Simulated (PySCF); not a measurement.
C2H3F3NO (doublet state).
InChI=1S/C2H3F3NO/c1-6(7)2(3,4)5/h1H3

The geometry is computed with GFN2-xTB (gas phase). This method treats the open shell by occupation alone, without spin polarisation.

Masses are those of the commonest isotopes; rigid-rotor values at the optimised geometry. 

Question: What are A, B and C (MHz)?

Answer: Ia = 136.30, Ib = 195.53, Ic = 241.63 u·Å²; 505379 MHz·u·Å²/I gives A = 3708, B = 2585, C = 2092 MHz.

Question: What kind of rotor is it?

Answer: An asymmetric top: κ = (2 × 2585 − 3708 − 2092)/(3708 − 2092) = -0.39.

Question: Is it planar, by Δ = Ic − Ia − Ib?

Answer: Not planar: Δ = Ic − Ia − Ib = -90.20 u·Å². For a rigid frame Δ = −2 Σ m c², so Σ m c² = 45.10 u·Å² lies off the ab plane: 1.59 from hydrogen and 43.50 from heavier atoms. The atom farthest from that plane is 1.07 Å away.

Question: Give the other two planar moments, Paa and Pbb, and the rms extents of the mass along the axes.

Answer: Paa = Σ m a² = (Ib + Ic − Ia)/2 = 150.43 and Pbb = Σ m b² = (Ia + Ic − Ib)/2 = 91.20 u·Å². With the mass M = 114.02 u, the rms extents √(P/M) along a, b and c are 1.15, 0.89, 0.63 Å.

Question: Give the coordinates in the principal-axis frame, origin at the centre of mass.

Answer: The sense of each axis is arbitrary; atoms in the order of the calculation.
| atom | mass (u) | a (Å) | b (Å) | c (Å) |
| --- | --- | --- | --- | --- |
| C1 | 12.000 | 1.654 | -1.150 | 0.000 |
| N2 | 14.003 | 0.924 | 0.091 | 0.000 |
| O3 | 15.995 | 1.493 | 1.226 | 0.000 |
| C4 | 12.000 | -0.500 | 0.012 | 0.000 |
| F5 | 18.998 | -1.069 | 1.195 | -0.004 |
| F6 | 18.998 | -0.945 | -0.668 | 1.072 |
| F7 | 18.998 | -0.945 | -0.675 | -1.068 |
| H8 | 1.008 | 1.407 | -1.732 | -0.892 |
| H9 | 1.008 | 1.400 | -1.735 | 0.887 |
| H10 | 1.008 | 2.713 | -0.905 | 0.004 |

Question: Where do the levels up to J = 2 lie, in K?

Answer: Above 0(0,0), as E/k:
J = 1: 1(0,1) 0.224, 1(1,1) 0.278, 1(1,0) 0.302
J = 2: 2(0,2) 0.667, 2(1,2) 0.703, 2(1,1) 0.775, 2(2,1) 0.936, 2(2,0) 0.942
Those of J = 1 are B + C, A + C and A + B.

Question: Estimate the classical rotational partition function at 10 K, 50 K and 500 K.

Answer: Point group Cs, symmetry number σ = 1; q = (√π/σ)·√((kT/h)³/(ABC)), k/h = 20836.6 MHz/K: 1190 at 10 K, 13300 at 50 K, 421000 at 500 K.

For this open shell read J as N, the rotation without spin; fine and hyperfine splittings come on top. No frequency check. No vibrational averaging or centrifugal distortion is included, and the geometry carries the error of its method.

Shape of the structure used: `[CH3:1][N:2]([O:3])[C:4]([F:5])([F:6])[F:7]`: C1–N2–C4–F5 180°.
